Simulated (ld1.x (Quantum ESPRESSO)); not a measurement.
## Transferability test, RRKJ potential for chlorine (Cl)

ld1.x (Quantum ESPRESSO) 7.5 input, shortened:

```
&input
   title='Cl', zed=17., rel=1, dft='PBESOL', iswitch=3,
   config='[Ne] 3s2 3p4'
 /
 &inputp
   pseudotype=2, tm=.false., rho0=0.02, lloc=0,
   nlcc=.true., new_core_ps=.true.
 /
2
3P  2  1   4.00   0.00  1.40  1.40  0.0
3S  1  0   2.00   0.00  1.05  1.05  0.0
 &test
   configts(1)='3s2 3p4'
 /
```

Energies are relative to the spin-unpolarised reference configuration 3s2 3p4; without spin polarisation the order of configurations can differ from experiment.

| valence configuration | charge | ΔE all-electron (eV) | error AE − PS (meV) |
| --- | --- | --- | --- |
| 3s2 3p5 | 0 | -13.835 | +6.3 |
| 3s2 3p3 | +2 | 25.398 | +11 |
| 3s2 3p2 | +3 | 63.653 | +68 |
| 3s1 3p5 | +1 | 12.669 | -5.2 |
| 3s1 3p6 | 0 | -1.722 | +0.5 |
| 3s2 3p5.3 | -0.3 | -15.964 | +8.6 |

Problem. What are ΔE and the potential's error for 3s2 3p4.5?

Solution. ΔE = -8.271 eV all-electron; the error (AE − PS) is +2.4 meV.
